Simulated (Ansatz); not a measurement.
`N=[C]1[CH2][AlH]1` at its PBE0-D4/def2-TZVP geometry, where that method's forces vanish. Total charge 0; spin multiplicity 1.

```xyz
8

N     0.9673    0.0543    1.6701
C     0.3066   -0.2621    0.6448
C    -0.5475    0.5325   -0.3318
Al    0.1879   -1.1060   -1.0648
H     0.7660    1.0219    1.9555
H    -0.4440    1.6172   -0.3961
H    -1.6051    0.2486   -0.2032
H     0.3688   -2.1064   -2.2745
```

Problem. What forces (eV/Å) does ωB97M-V/def2-TZVPP give on these atoms in Ansatz? (An estimate is asked.)

Solution. The calculation gave: 
```
N1   0.030  0.100  0.118
C2   0.094 -0.213 -0.004
C3  -0.181  0.160 -0.167
Al4  0.013 -0.042 -0.117
H5  -0.020 -0.063 -0.048
H6   0.009 -0.099  0.006
H7   0.079  0.028  0.033
H8  -0.025  0.129  0.179
```
